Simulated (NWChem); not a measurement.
System: SiH3I; SMILES [SiH3]I

The following NWChem deck was run.

```
start job
memory heap 200 mb stack 900 mb global 1100 mb
geometry units angstroms noautoz
  Si     0.000000     0.000000     1.799927
  I      0.000000     0.000000    -0.649111
  H      1.082660     0.906455     2.273763
  H      0.243683    -1.390839     2.273763
  H     -1.326343     0.484384     2.273763
end
basis spherical
  * library def2-tzvpd
end
ecp
  I library def2-ecp
end
dft
  xc xtpss03 ctpss03
  iterations 150
  mulliken
end
task dft energy
```

NWChem printed, in part:

```
             Northwest Computational Chemistry Package (NWChem) 7.3.0
             --------------------------------------------------------

 C3V symmetry detected

                             Geometry "geometry" -> ""
                             -------------------------

 Output coordinates in angstroms (scale by  1.889725989 to convert to a.u.)

  No.       Tag          Charge          X              Y              Z
 ---- ---------------- ---------- -------------- -------------- --------------
    1 Si                  14.0000    -0.00000000     0.00000000     1.83396437
    2 I                   53.0000     0.00000000     0.00000000    -0.61507363
    3 H                    1.0000     0.99845226     0.99845226     2.30780037
    4 H                    1.0000     0.36545889    -1.36391115     2.30780037
    5 H                    1.0000    -1.36391115     0.36545889     2.30780037

 Effective nuclear repulsion energy (a.u.)     201.8197942843

      Symmetry information
      --------------------

 Group name             C3v
 Group number             17
 Group order               6
 No. of unique centers     3

                                 NWChem DFT Module
                                 -----------------

 Summary of "ao basis" -> "ao basis" (spherical)
 ------------------------------------------------------------------------------
       Tag                 Description            Shells   Functions and Types
 ---------------- ------------------------------  ------  ---------------------
 Si                        def2-tzvpd               15       43   6s5p3d1f
 I                         def2-tzvpd               19       59   7s6p4d2f
 H                         def2-tzvpd                5        9   3s2p

      Symmetry analysis of basis
      --------------------------

        a1         44
        a2          5
        e          80

  Rotation of axis

            General Information
            -------------------
          SCF calculation type: DFT
          Wavefunction type:  closed shell.
          No. of atoms     :     5
          No. of electrons :    42
           Alpha electrons :    21
            Beta electrons :    21
          Charge           :     0
          Spin multiplicity:     1
          Use of symmetry is: on ; symmetry adaption is: on
          Maximum number of iterations: 150
          AO basis - number of functions:   129
                     number of shells:    49
          Convergence on energy requested:  1.00D-06
          Convergence on density requested:  1.00D-05
          Convergence on gradient requested:  5.00D-04

              XC Information
              --------------
                  TPSS metaGGA Exchange Functional  1.000
             TPSS03 metaGGA Correlation Functional  1.000

             Grid Information
             ----------------
          Grid used for XC integration:  medium
          Radial quadrature: Mura-Knowles
          Angular quadrature: Lebedev.
          Tag              B.-S. Rad. Rad. Pts. Rad. Cut. Ang. Pts.
          ---              ---------- --------- --------- ---------
          Si                  1.10       88          14.0       590
          I                   1.40      123          13.0       590
          H                   0.35       45          13.0       434
          Grid pruning is: on
          Number of quadrature shells:   256
          Spatial weights used:  Erf1

      Superposition of Atomic Density Guess
      -------------------------------------

 Sum of atomic energies:        -637.49724955

      Non-variational initial energy
      ------------------------------

 Total energy =    -587.360009
 1-e energy   =   -1125.532887
 2-e energy   =     434.748435
 HOMO         =      -0.341136
 LUMO         =       0.005418

      Symmetry analysis of molecular orbitals - initial
      -------------------------------------------------

  Numbering of irreducible representations:

     1 a1          2 a2          3 e

  Orbital symmetries:

     1 a1          2 a1          3 a1          4 a1          5 e
     6 e           7 e           8 e           9 a1         10 a1
    11 e          12 e          13 e          14 e          15 a1
    16 a1         17 e          18 e          19 a1         20 e
    21 e          22 a1         23 a1         24 e          25 e
    26 a1         27 e          28 e          29 a1         30 e
    31 e

     ---------------------------------------------
      Total Density - Mulliken Population Analysis
     ---------------------------------------------

    Atom       Charge   Shell Charges
 -----------   ------   -------------------------------------------------------
    1 Si  14    13.55   2.00  0.59  1.39  0.86  0.52  0.00  4.11  1.73  0.48  1.25  0.39  0.08  0.11  0.01  0.02
    2 I   25    25.30   0.19 -0.77  1.58  1.01  1.09  0.85  0.00 -0.49  6.45  1.38  2.97  1.01  0.01  9.23  0.76  0.04 -0.01  0.00  0.00
    3 H    1     1.05   0.23  0.54  0.27  0.01  0.01
    4 H    1     1.05   0.23  0.54  0.27  0.01  0.01
    5 H    1     1.05   0.23  0.54  0.27  0.01  0.01

   convergence    iter        energy       DeltaE   RMS-Dens  Diis-err
 ---------------- ----- ----------------- --------- --------- ---------
 d= 0,ls=0.0,diis     1   -588.9280920621 -6.92D+02  7.29D-03  3.72D-01
 d= 0,ls=0.0,diis     2   -588.9123311337  1.58D-02  4.72D-03  3.42D-01
 d= 0,ls=0.0,diis     3   -588.9500992866 -3.78D-02  1.40D-03  1.01D-01
 d= 0,ls=0.0,diis     4   -588.9610704185 -1.10D-02  3.29D-04  1.56D-03
 d= 0,ls=0.0,diis     5   -588.9613301548 -2.60D-04  6.76D-05  8.33D-05
  Resetting Diis
 d= 0,ls=0.0,diis     6   -588.9613390576 -8.90D-06  1.80D-05  5.54D-06
 d= 0,ls=0.0,diis     7   -588.9613396568 -5.99D-07  8.86D-06  3.54D-07

         Total DFT energy =     -588.961339656836
      One electron energy =    -1126.977613647161
           Coulomb energy =      478.758876021833
    Exchange-Corr. energy =      -44.167045890767
 Nuclear repulsion energy =      103.424443859259

 Numeric. integr. density =       42.000005588022

                  Occupations of the irreducible representations
                  ----------------------------------------------

                     irrep           alpha         beta
                     --------     --------     --------
                     a1                9.0          9.0
                     a2                0.0          0.0
                     e                12.0         12.0

                       DFT Final Molecular Orbital Analysis
                       ------------------------------------

 Vector   19  Occ=2.000000D+00  E=-3.180258D-01  Symmetry=a1
              MO Center= -1.4D-15, -2.6D-15,  1.7D-01, r^2= 3.4D+00
   Bfn.  Coefficient  Atom+Function         Bfn.  Coefficient  Atom+Function
  ----- ------------  ---------------      ----- ------------  ---------------
    62      0.429987  2 I  pz                56     -0.377105  2 I  pz
    59      0.296276  2 I  pz                18     -0.286039  1 Si pz
    49     -0.129726  2 I  s                 48     -0.128986  2 I  s
     9      0.105106  1 Si pz                65      0.102131  2 I  pz
    46      0.096708  2 I  s                 15     -0.093296  1 Si pz

 Vector   20  Occ=2.000000D+00  E=-2.472865D-01  Symmetry=e
              MO Center= -3.3D-02, -3.7D-03, -3.7D-01, r^2= 2.6D+00
   Bfn.  Coefficient  Atom+Function         Bfn.  Coefficient  Atom+Function
  ----- ------------  ---------------      ----- ------------  ---------------
    60      0.490682  2 I  px                54     -0.400087  2 I  px
    57      0.315966  2 I  px                61     -0.236047  2 I  py
    63      0.222899  2 I  px                55      0.192466  2 I  py
    58     -0.151998  2 I  py                64     -0.107228  2 I  py
   122      0.089505  5 H  s                113     -0.059385  4 H  s

 Vector   21  Occ=2.000000D+00  E=-2.472865D-01  Symmetry=e
              MO Center=  3.3D-02,  3.7D-03, -3.7D-01, r^2= 2.6D+00
   Bfn.  Coefficient  Atom+Function         Bfn.  Coefficient  Atom+Function
  ----- ------------  ---------------      ----- ------------  ---------------
    61      0.490682  2 I  py                55     -0.400087  2 I  py
    58      0.315966  2 I  py                60      0.236047  2 I  px
    64      0.222899  2 I  py                54     -0.192466  2 I  px
    57      0.151998  2 I  px                63      0.107228  2 I  px
   104     -0.085961  3 H  s                113      0.069065  4 H  s

 Vector   22  Occ=0.000000D+00  E=-5.747092D-02  Symmetry=a1
              MO Center= -3.7D-14,  1.2D-14,  9.0D-01, r^2= 6.8D+00
   Bfn.  Coefficient  Atom+Function         Bfn.  Coefficient  Atom+Function
  ----- ------------  ---------------      ----- ------------  ---------------
     5      0.670188  1 Si s                 50      0.572943  2 I  s
     6     -0.542658  1 Si s                 18     -0.376857  1 Si pz
     4      0.333926  1 Si s                 62     -0.329642  2 I  pz
    48     -0.294189  2 I  s                 56      0.235305  2 I  pz
    59     -0.196373  2 I  pz               105     -0.191732  3 H  s

 Vector   23  Occ=0.000000D+00  E=-1.075576D-02  Symmetry=a1
              MO Center= -2.1D-14,  4.0D-14,  1.4D+00, r^2= 8.6D+00
   Bfn.  Coefficient  Atom+Function         Bfn.  Coefficient  Atom+Function
  ----- ------------  ---------------      ----- ------------  ---------------
     6      0.942984  1 Si s                 50      0.599891  2 I  s
    21      0.358129  1 Si pz                 4     -0.327957  1 Si s
   105     -0.305231  3 H  s                114     -0.305231  4 H  s
   123     -0.305231  5 H  s                 34     -0.297030  1 Si d  0
    48     -0.181420  2 I  s                  3      0.178359  1 Si s

 Vector   24  Occ=0.000000D+00  E=-3.019484D-04  Symmetry=e
              MO Center=  1.4D-01,  1.9D-01,  1.4D+00, r^2= 5.4D+00
   Bfn.  Coefficient  Atom+Function         Bfn.  Coefficient  Atom+Function
  ----- ------------  ---------------      ----- ------------  ---------------
    36      0.429512  1 Si d  2              17     -0.241002  1 Si py
    16      0.206421  1 Si px                31      0.183647  1 Si d  2
   113     -0.163465  4 H  s                122      0.149499  5 H  s
    85     -0.125608  2 I  d -1             120     -0.112156  4 H  pz
    26      0.109828  1 Si d  2              87     -0.107584  2 I  d  1

     ---------------------------------------------
      Total Density - Mulliken Population Analysis
     ---------------------------------------------

    Atom       Charge   Shell Charges
 -----------   ------   -------------------------------------------------------
    1 Si  14    14.07   2.00  0.57  1.39  0.89  0.66 -0.01  4.13  1.69  0.57  1.49  0.34  0.11  0.18  0.02  0.02
    2 I   25    25.09   0.19 -0.78  1.62  0.98  1.16  0.81  0.00 -0.49  6.44  1.41  2.83  0.89  0.01  9.16  0.82  0.05 -0.02  0.01  0.00
    3 H    1     0.95   0.24  0.57  0.12  0.01  0.01
    4 H    1     0.95   0.24  0.57  0.12  0.01  0.01
    5 H    1     0.95   0.24  0.57  0.12  0.01  0.01

     -------------------------------------------
      Total Density - Lowdin Population Analysis
     -------------------------------------------

    Atom       Charge   Shell Charges
 -----------   ------   -------------------------------------------------------
    1 Si  14    13.90   2.00  0.84  1.09  0.46  0.24  0.11  3.85  1.88  0.69  1.20  0.61  0.11  0.42  0.33  0.08
    2 I   25    24.72   0.00  0.01  0.90  1.06  0.84  0.66  0.17  0.16  5.37  1.77  2.39  1.09  0.10  8.53  1.42  0.11  0.13  0.01  0.00
    3 H    1     1.13   0.24  0.45  0.23  0.02  0.18
    4 H    1     1.13   0.24  0.45  0.23  0.02  0.18
    5 H    1     1.13   0.24  0.45  0.23  0.02  0.18

     Multipole analysis of the density
     ---------------------------------

     L   x y z        total         alpha         beta         nuclear
     -   - - -        -----         -----         ----         -------
     0   0 0 0     -0.000000    -21.000000    -21.000000     42.000000

     1   1 0 0      0.000000      0.000000      0.000000      0.000000
     1   0 1 0     -0.000000     -0.000000     -0.000000     -0.000000
     1   0 0 1      0.420629    -16.062174    -16.062174     32.544977

     2   2 0 0    -31.670095    -21.175075    -21.175075     10.680056
     2   1 1 0     -0.000000     -0.000000     -0.000000     -0.000000
     2   1 0 1     -0.000000     -0.000000     -0.000000     -0.000000
     2   0 2 0    -31.670095    -21.175075    -21.175075     10.680056
     2   0 1 1     -0.000000     -0.000000     -0.000000     -0.000000
     2   0 0 2    -28.695584   -143.841139   -143.841139    258.986694
```

Level: TPSS/def2-TZVPD with def2 effective core potentials on I. All runs use the structure optimised with PBE0/def2-SVP. def2 effective core potentials on I; no spin-orbit coupling.
